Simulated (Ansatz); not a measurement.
`F[SiH]1[S][GeH2]1`. Charge 0, multiplicity 1. Correlated methods include outer-core shells of Ge, which these sets cover unevenly. Scalar relativity is left out up to krypton.

Z-matrix (Å, degrees):
```
Si
S 1 2.093
Ge 1 2.290 2 63.4
F 1 1.594 2 117.6 3 112.0
H 1 1.476 2 118.6 3 -117.2
H 3 1.531 1 122.4 2 92.8
H 3 1.532 1 124.7 2 -92.0
```

Task: Give the diagnostics of a CCSD(T)/def2-TZVPP run (frozen core, Ansatz 0.2.0). (An estimate is asked.)

Result: Ansatz gave: T1 = 0.0131, largest single amplitude 0.022, largest double 0.044, (T) share of the correlation energy 3.9 %, 10 CCSD cycles. The RHF solution is stable towards an unrestricted one. T1 lies under the customary mark of 0.02 for closed shells.
